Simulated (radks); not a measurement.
Question: Isoelectronic series with 5 electrons, each ion in its NIST ground configuration. All-electron calculation, scalar-relativistic Kohn-Sham, PBEsol, spin-unpolarised, spherical densities, finite nucleus; Fermi nuclear charge, rms radius of each element as measured or else 0.836 A^(1/3) + 0.57 fm. Program: a radial shooting solver on a logarithmic mesh with Libxc functionals. Total energies (hartree) and orbital eigenvalues (hartree):

ion    configuration  E (hartree)         2p         2s
B       [He] 2s2 2p1    -24.46973   -0.13066   -0.34402
C+      [He] 2s2 2p1    -37.19688   -0.62131   -0.94152
N2+     [He] 2s2 2p1    -52.68875   -1.37310   -1.79931
F4+     [He] 2s2 2p1    -91.96297   -3.63944   -4.27707
Ne5+    [He] 2s2 2p1   -115.74936   -5.15104   -5.89487
Mg7+    [He] 2s2 2p1   -171.63809   -8.92884   -9.88784
Al8+    [He] 2s2 2p1   -203.74931  -11.19489  -12.26352
Si9+    [He] 2s2 2p1   -238.64527  -13.71243  -14.89255
P10+    [He] 2s2 2p1   -276.33171  -16.48164  -17.77546
S11+    [He] 2s2 2p1   -316.81488  -19.50269  -20.91284
Cl12+   [He] 2s2 2p1   -360.10153  -22.77583  -24.30538
Ar13+   [He] 2s2 2p1   -406.19890  -26.30134  -27.95379
K14+    [He] 2s2 2p1   -455.11475  -30.07951  -31.85888
Ca15+   [He] 2s2 2p1   -506.85730  -34.11069  -36.02150
Sc16+   [He] 2s2 2p1   -561.43528  -38.39524  -40.44255
Ti17+   [He] 2s2 2p1   -618.85798  -42.93355  -45.12301
V18+    [He] 2s2 2p1   -679.13522  -47.72603  -50.06392

Estimate the row of O3+ ([He] 2s2 2p1).

Answer: E (hartree) -70.94366; 2p -2.37983; 2s -2.91171.
